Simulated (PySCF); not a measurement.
# Molecular orbitals of GeP

BLYP at R = 2.156 Å; basis Ge cc-pVDZ-PP with ECP10, P cc-pV(D+d)Z; scalar-relativistic core potentials; PySCF 2.14. State: ²Π (doublet), unpaired electrons π ↑. Only the outer orbitals are listed, counted within each symmetry, core potentials removing the inner ones.

```tsv
spin	orbital	occ.	ε (eV)	on Ge (%)	main shells (%)
α	7σ	1	-14.95	35	61 P s, 30 Ge s
α	8σ	1	-10.56	60	57 Ge s, 32 P s, 8 P p
α	4π	1	-6.21	30	69 P p, 29 Ge p
α	9σ	1	-5.63	47	49 P p, 38 Ge p, 9 Ge s
α	4π	1	-5.52	35	65 P p, 33 Ge p
α	5π	0	-2.96	70	70 Ge p, 29 P p
α	5π	0	-2.46	66	66 Ge p, 33 P p
α	10σ	0	0.82	76	73 Ge p, 29 P p
β	7σ	1	-14.45	40	56 P s, 35 Ge s
β	8σ	1	-10.24	57	53 Ge s, 35 P s
β	9σ	1	-5.46	47	49 P p, 39 Ge p, 8 Ge s
β	4π	1	-5.32	38	61 P p, 37 Ge p
β	4π	0	-5.21	42	57 P p, 41 Ge p
β	5π	0	-2.36	62	62 Ge p, 37 P p
β	5π	0	-2.32	59	58 Ge p, 40 P p
```

Problem. Which are the highest filled and the lowest empty level, where do they sit, and how wide is the gap?

Solution. Highest filled β 4π at -5.32 eV (in %: 61 P p, 37 Ge p); lowest empty β 4π at -5.21 eV (in %: 57 P p, 41 Ge p); the gap at BLYP is 0.11 eV. Both belong to one degenerate shell, split only by its one-sided filling, so this is no excitation gap.

```json
{"bond order (Mayer)": "2.29", "⟨S²⟩": "0.753", "charge on Ge (Mulliken, basis-dependent)": "0.11", "charge on Ge (Löwdin, basis-dependent)": "0.07", "dipole moment (positive dipole means Ge(−)P(+))": "-1.06 D"}
```

Spin–orbit coupling is left out. The state was picked by a PBE0 search and need not be the measured ground state.
